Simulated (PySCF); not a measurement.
Orbital picture of SnF⁺

HSE06 at R = 1.881 Å; PySCF, scalar-relativistic core potentials, basis sets Sn def2-TZVPPD with ECP28, F def2-TZVPPD. State: ¹Σ⁺ (singlet), closed shell. Only the outer orbitals are listed, counted within each symmetry, core potentials removing the inner ones.

| orbital | occ. | ε (eV) | on Sn (%) | main shells (%) |
| --- | --- | --- | --- | --- |
| 6σ | 2 | -20.04 | 57 | 55 Sn s, 41 F p |
| 3π | 2 | -17.08 | 5 | 94 F p |
| 3π | 2 | -17.08 | 5 | 94 F p |
| 7σ | 2 | -16.07 | 59 | 42 Sn s, 41 F p, 16 Sn p |
| 4π | 0 | -9.74 | 98 | 97 Sn p |
| 4π | 0 | -9.74 | 98 | 97 Sn p |
| 8σ | 0 | -6.92 | 104 | 90 Sn p, 8 Sn d |

Problem. Which are the highest filled and the lowest empty level, where do they sit, and how wide is the gap?

Solution. Highest filled 7σ at -16.07 eV (in %: 42 Sn s, 41 F p, 16 Sn p); lowest empty 4π at -9.74 eV (in %: 97 Sn p); the gap at HSE06 is 6.33 eV.

| Property | Result |
| --- | --- |
| bond order (Mayer) | 0.86 |
| ⟨S²⟩ | 0.000 |
| charge on Sn (Mulliken, basis-dependent) | 1.41 |
| charge on Sn (Löwdin, basis-dependent) | 1.56 |
| dipole moment (positive dipole points towards F; it is taken about the centre of mass and depends on that origin) | -3.36 D |

Shares are Mulliken populations and can fall outside 0 to 100 %.

Spin–orbit coupling is left out.
